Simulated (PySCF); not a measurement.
# InO⁺: frontier orbitals

PBE0 at R = 2.982 Å; PySCF, scalar-relativistic core potentials, basis sets In def2-SVPD with ECP28, O def2-SVPD. State: Ms = 0 determinant of mixed spin (⟨S²⟩ near 1.0), unpaired electrons σ ↓, π ↑, a second solution, started from another occupation. Only the outer orbitals are listed, counted within each symmetry, core potentials removing the inner ones.

| spin | orbital | occ. | ε (eV) | on In (%) | main shells (%) |
| --- | --- | --- | --- | --- | --- |
| α | 1δ | 1 | -28.39 | 100 | 100 In d |
| α | 1δ | 1 | -28.39 | 100 | 100 In d |
| α | 2π | 1 | -28.39 | 100 | 100 In d |
| α | 2π | 1 | -28.39 | 100 | 100 In d |
| α | 5σ | 1 | -28.38 | 100 | 100 In d |
| α | 3π | 1 | -17.36 | 0 | 100 O p |
| α | 6σ | 1 | -15.78 | 97 | 97 In s |
| α | 3π | 1 | -15.10 | 0 | 100 O p |
| α | 7σ | 0 | -10.54 | 14 | 86 O p, 11 In p |
| α | 4π | 0 | -7.57 | 100 | 100 In p |
| α | 4π | 0 | -7.54 | 100 | 100 In p |
| β | 1δ | 1 | -28.40 | 100 | 100 In d |
| β | 1δ | 1 | -28.40 | 100 | 100 In d |
| β | 2π | 1 | -28.40 | 100 | 100 In d |
| β | 2π | 1 | -28.39 | 100 | 100 In d |
| β | 5σ | 1 | -28.39 | 100 | 100 In d |
| β | 6σ | 1 | -17.64 | 10 | 90 O p, 9 In s |
| β | 7σ | 1 | -15.55 | 91 | 91 In s, 9 O p |
| β | 3π | 1 | -15.07 | 0 | 100 O p |
| β | 3π | 0 | -10.05 | 2 | 98 O p |
| β | 4π | 0 | -7.58 | 100 | 100 In p |
| β | 4π | 0 | -7.56 | 98 | 98 In p |

Question: Which are the highest filled and the lowest empty level, where do they sit, and how wide is the gap?

Answer: Highest filled β 3π at -15.07 eV (in %: 100 O p); lowest empty α 7σ at -10.54 eV (in %: 86 O p, 11 In p); the gap at PBE0 is 4.53 eV.

| Property | Result |
| --- | --- |
| bond order (Mayer) | 0.10 |
| ⟨S²⟩ | 1.004 |
| charge on In (Mulliken, basis-dependent) | 1.02 |
| charge on In (Löwdin, basis-dependent) | 1.05 |
| dipole moment (positive dipole points towards O; it is taken about the centre of mass and depends on that origin) | -1.46 D |

Spin–orbit coupling is left out.
